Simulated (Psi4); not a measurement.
Intermolecular potential of CO ··· H3N (SMILES [C-]#[O+] and N). Monomers: optimised at B3LYP-D3(BJ) (def2-TZVP), held rigid. Orientation: a higher rigid-body minimum at GFN2-xTB (searched outside a hard wall at short contacts). Only R, the distance of the centres of mass, is varied, so the lowest point isn't the relaxed dimer. The shortest distances reach bonding range, where SAPT0 and rigid monomers are unreliable.

Geometry at R = 2.49 Å (first 2 atoms: monomer A):
```
6

C      0.5625     0.0000     0.0000
O     -0.5625     0.0000     0.0000
N      0.9755    -2.1495     0.3696
H      1.0257    -2.6757    -0.4952
H      0.2087    -2.5314     0.9113
H      1.8293    -2.3326     0.8843
```

Computed with: PBE/def2-TZVP, counterpoise-corrected (Psi4); PBE-D3(BJ)/def2-TZVP, counterpoise-corrected (Psi4); PBE0/def2-TZVP, counterpoise-corrected (Psi4); CCSD(T)/aug-cc-pVDZ = DF-CCSD(T)/aug-cc-pVDZ, frozen core, counterpoise-corrected (Psi4).

Interaction energies in kcal/mol; the last columns give the difference from CCSD(T):

```
R / Å  PBE/def2-TZVP  PBE-D3(BJ)/def2-TZVP  PBE0/def2-TZVP  CCSD(T)/aug-cc-pVDZ  PBE/def2-TZVP − CCSD(T)/aug-cc-pVDZ  PBE-D3(BJ)/def2-TZVP − CCSD(T)/aug-cc-pVDZ  PBE0/def2-TZVP − CCSD(T)/aug-cc-pVDZ
-----  -------------  --------------------  --------------  -------------------  -----------------------------------  ------------------------------------------  ------------------------------------
2.10           25.39                 24.45           26.14                36.24                               -10.85                                      -11.78                                -10.10
2.32           13.04                 12.06           13.84                20.59                                -7.56                                       -8.54                                 -6.75
2.49            7.25                  6.32            7.93                12.64                                -5.38                                       -6.32                                 -4.71
2.70            3.06                  2.21            3.54                 6.41                                -3.35                                       -4.20                                 -2.87
2.91            0.89                  0.14            1.20                 2.88                                -1.99                                       -2.74                                 -1.68
3.15           -0.21                 -0.84           -0.04                 0.84                                -1.05                                       -1.68                                 -0.88
3.48           -0.60                 -1.07           -0.53                -0.21                                -0.40                                       -0.87                                 -0.33
4.00           -0.45                 -0.72           -0.44                -0.40                                -0.05                                       -0.32                                 -0.04
4.67           -0.19                 -0.31           -0.20                -0.22                                 0.03                                       -0.10                                  0.02
5.69           -0.02                 -0.06           -0.04                -0.07                                 0.04                                        0.00                                  0.02
6.98            0.01                  0.00           -0.01                -0.01                                 0.02                                        0.01                                  0.01
```

PBE/def2-TZVP is furthest from CCSD(T)/aug-cc-pVDZ at 2.10 (-10.85 kcal/mol, below); its mean absolute difference over the points is 2.79 kcal/mol.

PBE-D3(BJ)/def2-TZVP is furthest from CCSD(T)/aug-cc-pVDZ at 2.10 (-11.78 kcal/mol, below); its mean absolute difference over the points is 3.32 kcal/mol.

PBE0/def2-TZVP is furthest from CCSD(T)/aug-cc-pVDZ at 2.10 (-10.10 kcal/mol, below); its mean absolute difference over the points is 2.49 kcal/mol.
